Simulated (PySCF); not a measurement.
CdH₃NSe, SMILES [SeH][Cd][NH2].

The structure is a stationary point at B3LYP-D3(BJ)/def2-SVP. The structure was generated by enumeration; whether it is a known compound was not checked. The def2 effective core potentials stand for the cores of Cd; spin–orbit coupling is left out. One conformer was computed; it need not be the lowest.

Method: PySCF with B3LYP-D3(BJ)/def2-SVP.

Frequencies are harmonic and unscaled.

Computed harmonic wavenumbers and intensities:
```tsv
mode	ν (cm⁻¹)	IR (km/mol)	moving atoms (share of kinetic energy)
1	99	3.3	N 49 %, Cd 29 %, H 14 %, Se 8 %
2	101	0.3	N 42 %, Cd 28 %, H 23 %
3	165	6.9	H 98 %
4	232	3.9	Se 61 %, Cd 31 %
5	495	123.9	N 49 %, H 45 %
6	580	4.5	H 93 %
7	596	27.9	H 52 %, N 39 %, Cd 9 %
8	764	13.9	H 91 %, N 8 %
9	1530	4.8	H 92 %, N 8 %
10	2397	17.3	H 99 %
11	3486	5.8	H 96 %
12	3577	4.4	H 92 %, N 8 %
```
